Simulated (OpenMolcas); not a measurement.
## O+: thermal populations, Slater's ratio, worked from levels

```
Program             : OpenMolcas 26.06
Basis               : ANO-RCC-VTZP [4s3p2d1f]
Scalar Hamiltonian  : DKH2, point nucleus
Active space        : 5 electrons in 4 orbitals (2s 2p)
State averaging     : 2S+1 = 4 odd, 1 root; 2S+1 = 2 odd, 8 roots; 2S+1 = 4 even, 3 roots; 2S+1 = 2 even, 9 roots
Spin-orbit coupling : RASSI with atomic mean-field integrals over the reference wave functions, term energies averaged over their components
```

Methods: CASSCF; SS-CASPT2, IPEA 0.25 Eh, imaginary shift 0.1 Eh (closed shells correlated: 1s). Measured levels: NIST Handbook of Basic Atomic Spectroscopic Data.

**Thermal populations.** Z = Σ (2J + 1) exp(-E/kT) with k = 0.695035 cm-1/K, over the levels below. No other level of either list lies under 90000 cm-1, which is above 7 kT at each temperature.

| Level | 2J + 1 | SS-CASPT2 | measured |
| --- | --- | --- | --- |
| 2s² 2p³ ⁴S°_3/2 | 4 | 0.0 | 0.0 |
| 2s² 2p³ ²D°_3/2 | 4 | 27630 | 26831 |
| 2s² 2p³ ²D°_5/2 | 6 | 27630 | 26811 |
| 2s² 2p³ ²P°_3/2 | 4 | 41080 | 40468 |
| 2s² 2p³ ²P°_1/2 | 2 | 41080 | 40470 |

```tsv
T (K)	Z, SS-CASPT2	Z, measured levels	Ground level (%), SS-CASPT2	Ground level (%), measured levels
12000	4.408	4.448	90.8	89.9
```

At 12000 K, kT = 8340 cm-1, and the computed levels give Z = 4.000 + 0.146 + 0.218 + 0.029 + 0.015 = 4.408.

**Slater's ratio.** With one set of orbitals, p3 has ²D° - ⁴S° = 9 F2 and ²P° - ²D° = 6 F2 (F2 = F²/25), a ratio of 2/3. Term energies are centres of gravity, weighted by 2J + 1.

```csv
Source,²D° - ⁴S°,²P° - ⁴S°,F2 from the first,Ratio
CASSCF,30467,41115,3385,0.349
SS-CASPT2,27629,41080,3070,0.487
measured,26819,40469,2980,0.509
```

Energies in cm-1. A ratio away from 2/3 shows effects beyond one configuration with one set of orbitals, and in heavier atoms second-order spin-orbit shifts. In CASSCF the valence s occupation is 1.94 in ²P° against 2.00 in ²D°: mixing out of s² acts most on ²P° and pulls it down.

CASPT2 does not keep the components of a term degenerate, so their means are used; among the terms shown or strongly mixed into the levels shown the widest spread is 140 cm-1 (2s² 2p³ ²D°, SS-CASPT2). Without dynamic correlation excited terms often stand tens of per cent too high (terms of higher spin than the ground term too low), and those without a measured partner can miss by more than the paired ones (holds for CASSCF). Computed and measured levels are paired by configuration, term and J; levels that our copy of the source lacks, or whose pairing is in doubt (as where it misses far off the trend of its configuration), stay unpaired and out of the deviations. Only configurations of the active space appear.

° marks odd parity.
